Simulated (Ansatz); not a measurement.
Gas-phase electronic energies from Ansatz, PBE0-D4/def2-TZVP geometries. CCSD(T)/CBS adds triple-zeta CCSD(T) − MP2 to the extrapolated MP2 energy (def2 sets, frozen cores). Functionals use def2-TZVPP. Elements past krypton have def2 core potentials. For In outer-core shells are correlated without core-valence functions, which leaves a few kJ/mol of doubt a bond. One conformer a species, not always the lowest.

`C[N](C)[InH][F]` → `C[NH][In]([CH3])[F]`  (isomerisation)

`C[N](C)[InH][F]`:

Z-matrix (Å, degrees):
```
C
N 1 1.441
H 1 1.091 2 110.7
H 1 1.100 2 111.4 3 -120.2
H 1 1.100 2 111.4 3 120.2
C 2 1.438 1 113.5 3 180.0
In 2 1.991 1 121.7 3 -0.0
H 6 1.093 2 111.4 1 -180.0
H 6 1.101 2 111.6 1 -59.8
H 6 1.101 2 111.6 1 59.8
F 7 1.963 2 105.3 1 0.0
H 7 1.686 2 136.5 1 180.0
```

`C[NH][In]([CH3])[F]`:

Cartesian coordinates in Å:
```
C -1.185 -0.686 -1.691
N -0.526 0.513 -1.235
In 0.522 0.832 0.427
C 1.125 -0.255 2.146
F 1.098 2.712 0.324
H -0.784 -1.049 -2.647
H -1.053 -1.494 -0.967
H -2.267 -0.549 -1.818
H -0.618 1.293 -1.867
H 1.736 0.396 2.768
H 1.703 -1.131 1.852
H 0.249 -0.581 2.708
```

```json
{"level": "LDA (SPW92)", "ΔE (kJ/mol)": "-37.8"}
{"level": "PBE-D4", "ΔE (kJ/mol)": "-49.8"}
{"level": "r2SCAN0", "ΔE (kJ/mol)": "-52.9"}
{"level": "BHLYP", "ΔE (kJ/mol)": "-54.1"}
{"level": "HF/def2-TZVPP", "ΔE (kJ/mol)": "-52.9"}
{"level": "CCSD(T)/def2-TZVPP", "ΔE (kJ/mol)": "-53.9"}
{"level": "HF/CBS(def2)", "ΔE (kJ/mol)": "-52.8"}
{"level": "MP2/CBS(def2)", "ΔE (kJ/mol)": "-61.7"}
```

**Question.** What does CCSD(T)/CBS give? (Estimate.)

**Answer.** The calculation gave: -56.5 kJ/mol. The listed levels differ from it by 18.7, 6.7, 3.6, 2.4, 3.6, 2.6, 3.7, -5.2 kJ/mol.

Largest T1 diagnostic among the species: 0.016.

Leaving LDA and LC-ωPBE aside and taking each functional with its dispersion term where it has one, the values, not all of them listed here, spread over 14.2 kJ/mol, from B2PLYP to B97M-V. LDA lies +15.2 kJ/mol from PBE without D4. The D4 term adds +5.2 kJ/mol with B3LYP and +2.6 kJ/mol with PBE0; it sums over pairs of atoms, weighted by their polarisabilities, and B3LYP, whose exchange is more repulsive, gets the larger term. At CCSD(T), def2-SVP lies +21.2 kJ/mol from the extrapolated value and def2-TZVPP +2.6 kJ/mol.

B3LYP here is the variant with VWN-RPA as its local correlation; programs differ in this.

CCSD(T)/CBS has its own doubt, a few kJ/mol and more with outer-core shells, so smaller differences from it don't rank the levels.
